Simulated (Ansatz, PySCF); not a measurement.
HCl$_{2}$FSeSi (SMILES F[Si](Cl)(Cl)[SeH]), singlet, at a GFN2-xTB geometry, with bond 1-2 at 1.8 times its length. Base run: PySCF with CASSCF(2,2)/STO-3G.

Here is a job for PySCF.
```python
from pyscf import gto, scf, mcscf
import numpy

mol = gto.M(
    atom='''
F    -1.78570499   -0.38292458    2.59568825
Si   -0.52943625    0.11525359    0.04506262
Cl   -0.74431632    2.07024627   -0.32914292
Cl   -1.49699716   -1.00734622   -1.30096678
Se    1.60199416   -0.52933216    0.43555049
H     2.09290525   -0.23194929   -0.88642020
''',
    basis='sto-3g',
    verbose=4,
)

mf = scf.RHF(mol)
mf.kernel()
mc = mcscf.CASSCF(mf, 2, 2)
mc.fix_spin_(ss=0.0)
mc.kernel()
occ = numpy.linalg.eigvalsh(mc.fcisolver.make_rdm1(mc.ci, mc.ncas, mc.nelecas))[::-1]
ss = mc.fcisolver.spin_square(mc.ci, mc.ncas, mc.nelecas)[0]
print('natural occupations', occ.round(4), ' <S^2>', round(ss, 4))
```

Programs used: Ansatz (an electronic-structure program), PySCF; a row that names a program was run with it.

Variants of this job, named by their change:

```tsv
change	ΔE vs base (kcal/mol)	natural occupations	<S^2> of the state
base	0.000	1.30 0.70	0.00
fix_spin_ = off	0.000	1.30 0.70	0.00
solver = newton	0.000	1.30 0.70	0.00
code = ansatz; correction = SC-NEVPT2, all electrons	-34.29	-	-
orbitals = fixed (CASCI); correction = SC-NEVPT2	-34.57	1.32 0.68	0.00
active space = 6 electrons, 8 orbitals	-14.02	1.99 1.98 1.30 0.70 0.03 0.01 0.00 0.00	0.00
active space = 8 electrons, 6 orbitals	-7.44	2.00 2.00 1.98 1.30 0.70 0.02	0.00
active space = 8 electrons, 9 orbitals	-25.83	1.98 1.98 1.97 1.30 0.70 0.03 0.02 0.01 0.00	0.00
code = ansatz	0.006	-	-
orbitals = fixed (CASCI)	9.48	1.32 0.68	0.00
state_average = 2 states	0.035	-	-
```

Active orbitals are taken around the Fermi level unless the row says otherwise; CASSCF can end in different local minima, and two programs can end on different orbitals. State-averaged rows give the lowest state.
